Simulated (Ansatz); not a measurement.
C₂H₄AlN (`C=C=[N][AlH2]`). Charge 0, multiplicity 1.

Cartesian coordinates in Å:
```
C 1.846 0.024 -1.051
C 0.705 0.009 -0.401
N -0.335 -0.005 0.191
Al -1.871 -0.024 1.066
H 1.943 0.599 -1.961
H 2.690 -0.539 -0.678
H -3.048 0.825 0.452
H -1.930 -0.888 2.382
```

(1) List the harmonic frequencies (cm⁻¹, unscaled) at PBE0-D4/def2-TZVP in Ansatz. (An estimate is asked.)

(2) Is this a minimum?

(3) Give the ideal-gas thermochemistry at 298.15 K and 1 bar (rigid rotor, harmonic oscillator; point group C2v, symmetry number 2).

## Answers

(1) Ansatz gave: 103, 119, 327, 432, 555, 558, 572, 590, 620, 763, 987, 1268, 1447, 1962, 1974, 2216, 3193, 3286.

(2) Yes, all 18 modes are real.

(3) Zero-point energy 125.4 kJ/mol; H(298) − E = 143.5 kJ/mol; entropy 304.2 J/(mol·K), of which translation 161.7, rotation 94.5, vibration 48.0; G(298) − E = 52.8 kJ/mol.
